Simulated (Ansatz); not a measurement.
Cost and result for the atomization energy of ClFH4O2Si2, SMILES `O[Si](F)(Cl)O[SiH3]` (10 atoms, 9 bonds).

```xyz
10

O    -0.101    1.598    1.955
Si   -0.331    0.165    1.247
F    -1.815   -0.334    1.476
Cl    0.907   -1.158    2.144
O    -0.073    0.233   -0.335
Si    0.380   -0.555   -1.708
H    -0.500    2.375    1.560
H     0.589    0.471   -2.756
H     1.637   -1.302   -1.462
H    -0.693   -1.493   -2.120
```

Charge 0, multiplicity 1. The geometry is a stationary point of PBE0-D4/def2-TZVP. It is one conformer, not always the lowest. Program: Ansatz. All runs use 2 threads of an AMD EPYC 7R13 on a shared host and a share of an NVIDIA H100 80 GB. Times are those of one run each, without the atoms' runs, and a repeat can differ threefold. Electronic energies, without spin–orbit coupling; frozen cores. CCSD(T)/CBS adds CCSD(T) − MP2 in def2-TZVPP to the MP2 limit, and its time is that of the two runs behind it. T1 = 0.011. B3LYP takes the VWN-RPA correlation (the form of Gaussian; ORCA's B3LYP/G).

CCSD(T)/CBS is a level of theory with its own doubt, some kJ/mol a heavy atom from the limit and from the frozen cores, so smaller differences don't rank the functionals.

```
                             level  functions  wall time  atomization (kcal/mol)  difference from CCSD(T)/CBS  per bond
                PBE0-D4/def2-TZVPP        275      1.7 s                   907.6                        -21.9      -2.4
   PBE-D4/def2-TZVPP (with forces)        275      1.8 s                   923.0                         -6.5      -0.7
 B3LYP-D4/def2-TZVPP (with forces)        275      1.9 s                   914.4                        -15.1      -1.7
                 B2PLYP/def2-TZVPP        275        2 s                   910.3                        -19.2      -2.1
r2SCAN-D4/def2-TZVPP (with forces)        275      2.1 s                   924.3                         -5.2      -0.6
                ωB97X-V/def2-TZVPP        275      2.1 s                   926.4                         -3.1      -0.3
  ωB97M-V/def2-TZVPP (with forces)        275      2.6 s                   926.0                         -3.5      -0.4
                    MP2/def2-QZVPP        501      2.7 s                   945.7                         16.2       1.8
                CCSD(T)/def2-TZVPP        275      3.1 s                   899.3                        -30.2      -3.4
                 CCSD(T)/CBS(def2)          –      5.8 s                   929.5                          0.0       0.0
```

In def2-TZVPP, CCSD(T) changes the Hartree–Fock value by +216.9 kcal/mol (the triples alone add +13.1 kcal/mol) and MP2 by +244.8 kcal/mol; breaking electron pairs costs correlation energy, which Hartree–Fock lacks. From PBE to PBE0 (25 % exact exchange), in def2-TZVPP and without D4, the atomization energy moves by −14.4 kcal/mol: exact exchange takes away binding that semilocal exchange gives to molecules. The D4 term adds +10.7 kcal/mol with B3LYP and +5.6 kcal/mol with PBE0; it sums over pairs of atoms, weighted by their polarisabilities, and B3LYP, whose exchange is more repulsive, gets the larger term.
